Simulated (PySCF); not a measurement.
Excitation energy of Ar²⁺ by level of theory

Ar²⁺ [Ne] 3s2 3p4 (3P) → Ar²⁺ [Ne] 3s1 3p5 (3P), as a difference of total energies. All numbers are calculated (PySCF 2.14, the non-relativistic Hamiltonian (point nucleus), in aug-cc-pV(T+d)Z (6s5p4d2f, 55 functions)). Correlated levels: valence: [Ne] frozen. The calculations carry no spin-orbit coupling.

| method | excitation energy (eV) |
| --- | --- |
| UHF | 17.055 |
| MP2 (valence) | 15.538 |
| SCS-MP2 (valence) | 15.346 |
| CCSD (valence) | 14.328 |
| CCSD(T) (valence) | 13.949 |

**Question.** How much does correlation contribute at CCSD(T) (valence)?

**Answer.** 13.949 − (17.055) = -3.106 eV, measured against UHF.

The coupled-cluster amplitudes are large for the upper state (T1 above 0.03 or a double amplitude above 0.15), so a single reference is strained.
